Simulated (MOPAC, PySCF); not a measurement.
Constitutional and geometric isomers with formula C4H8Si. Isolated molecules, 0 K electronic values unless said otherwise. One relaxed conformer stands for each flexible species; it need not be the lowest. Strings in code marks are SMILES.

Quantity: electronic energy of isomers of C4H8Si relative to `C#CC[SiH2]C`, in kJ/mol. Semi-empirical values (MOPAC) are differences of heats of formation.

Level 1: B3LYP/6-311+G** // B3LYP-D3(BJ)/def2-TZVP (PySCF)
Level 2: PBE/6-31G* // B3LYP-D3(BJ)/def2-TZVP (PySCF)
Level 3: HF/6-31G* // B3LYP-D3(BJ)/def2-TZVP (PySCF)
Level 4: PM3 // B3LYP-D3(BJ)/def2-TZVP (MOPAC)

```json
[
 {"species": "`CC1=C[Si@@H]1C`", "level 1": "3.85", "level 2": "-35.80", "level 3": "8.18", "level 4": "16.86"},
 {"species": "`C=CC(C)=[SiH2]` (C–C–C–Si torsion 180°)", "level 1": "50.5", "level 2": "16.28", "level 3": "84.5", "level 4": "63.7"},
 {"species": "`CC[SiH]1C=C1` (C–C–Si–C torsion 25°)", "level 1": "35.67", "level 2": "-0.82", "level 3": "37.64", "level 4": "43.2"},
 {"species": "`C=C=[Si](C)C`", "level 1": "29.13", "level 2": "1.58", "level 3": "65.5", "level 4": "-4.91"},
 {"species": "`CCC=C=[SiH2]`", "level 1": "92.5", "level 2": "55.3", "level 3": "114.6", "level 4": "89.8"},
 {"species": "`C1CC12C[SiH2]2`", "level 1": "88.8", "level 2": "29.51", "level 3": "96.2", "level 4": "73.9"},
 {"species": "`C=CC[SiH]=C` (C–C–C–Si torsion -104°, C–C–Si–C torsion -114°)", "level 1": "44.8", "level 2": "27.27", "level 3": "74.2", "level 4": "50.7"},
 {"species": "`C=C=CC[SiH3]`", "level 1": "27.72", "level 2": "10.65", "level 3": "35.40", "level 4": "62.2"}
]
```
